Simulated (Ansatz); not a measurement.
One change: `F[SiH2][SiH](Cl)Cl` becomes `Cl[SiH](Cl)Cl`.

Ansatz, PBE0-D4/def2-TZVP geometries, multiplicity 1. Each molecule was computed in one conformer, which needn't be the lowest.

```json
{"property": "HOMO energy (PBE0/def2-TZVPP) / eV", "`F[SiH2][SiH](Cl)Cl`": "-8.34"}
{"property": "HOMO energy (B3LYP/def2-TZVPP) / eV", "`F[SiH2][SiH](Cl)Cl`": "-8.14"}
{"property": "LUMO energy (B3LYP/def2-TZVPP) / eV", "`F[SiH2][SiH](Cl)Cl`": "-1.36"}
{"property": "zero-point energy (PBE0-D4/def2-TZVP) / kJ/mol", "`F[SiH2][SiH](Cl)Cl`": "85.8"}
{"property": "LUMO energy (PBE0/def2-TZVPP) / eV", "`F[SiH2][SiH](Cl)Cl`": "-1.20"}
{"property": "size of the dipole moment (PBE/def2-TZVPP) / D", "`F[SiH2][SiH](Cl)Cl`": "0.93"}
```

Problem. Give the same properties after the change, and the shifts. (Best estimate.)

Solution. Ansatz gave: 
| property | `Cl[SiH](Cl)Cl` | shift |
| --- | --- | --- |
| HOMO energy (PBE0/def2-TZVPP) / eV | -9.39 | -1.05 |
| HOMO energy (B3LYP/def2-TZVPP) / eV | -9.09 | -0.95 |
| LUMO energy (B3LYP/def2-TZVPP) / eV | -0.32 | 1.04 |
| zero-point energy (PBE0-D4/def2-TZVP) / kJ/mol | 37.1 | -48.7 |
| LUMO energy (PBE0/def2-TZVPP) / eV | -0.06 | 1.14 |
| size of the dipole moment (PBE/def2-TZVPP) / D | 0.70 | -0.23 |

With PBE0 the HOMO falls by 1.05 eV and the LUMO rises by 1.14 eV, so the gap widens by about 2.19 eV. PBE moves the HOMO by -0.86 eV and ωB97M-V by -1.24 eV. The zero-point energy changes by -48.7 kJ/mol with -9 modes. Dipoles are sizes alone; their direction can turn.

B3LYP here is the variant with VWN-RPA as its local correlation; programs differ in this.
